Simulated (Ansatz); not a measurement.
Ligand exchange: Cu(CH3)(NH3) + Cd(NH2)2 → Cu(NH2)(NH3) + Cd(CH3)(NH2)

Species: Cu(CH3)(NH3), singlet; Cd(NH2)2, singlet; Cu(NH2)(NH3), singlet; Cd(CH3)(NH2), singlet. The partners trade CH3 for NH2: Cu–CH3 and Cd–NH2 bonds give way to Cu–NH2 and Cd–CH3.

Shapes, held fixed at every level: PBE0-D4/def2-TZVP. Flexible molecules stand in one conformer, not always the lowest. Programs: Ansatz 0.2.0. Electronic energies: no zero-point or thermal term.

Q: Estimate ΔE of this reaction.

A: wB97X-V/def2-TZVPP gives ΔE = -18.4 kJ/mol; the levels span -18.5 to -16.3. The median of the levels is -17.2. No measured value is set beside it here. For atoms past krypton def2 sets carry core potentials with scalar relativity. Relativity is left out for Cu. Times are processor times on shared x86 and Arm servers, and rough.

| level | kind | ΔE (kJ/mol) | CPU time (sum over the molecules) |
| --- | --- | --- | --- |
| r2SCAN-D4/def2-TZVPP | meta-GGA | -17.2 | 44 s |
| B3LYP-D4/def2-TZVPP | global hybrid | -16.3 | 39 s |
| BHLYP-D4/def2-TZVPP | global hybrid | -18.1 | 28 s |
| PBE0-D4/def2-TZVPP | global hybrid | -17.1 | 26 s |
| r2SCAN0-D4/def2-TZVPP | global hybrid | -18.5 | 44 s |
| wB97M-V/def2-TZVPP | range-separated hybrid | -17.2 | 1.7 min |
| wB97X-V/def2-TZVPP | range-separated hybrid | -18.4 | 73 s |
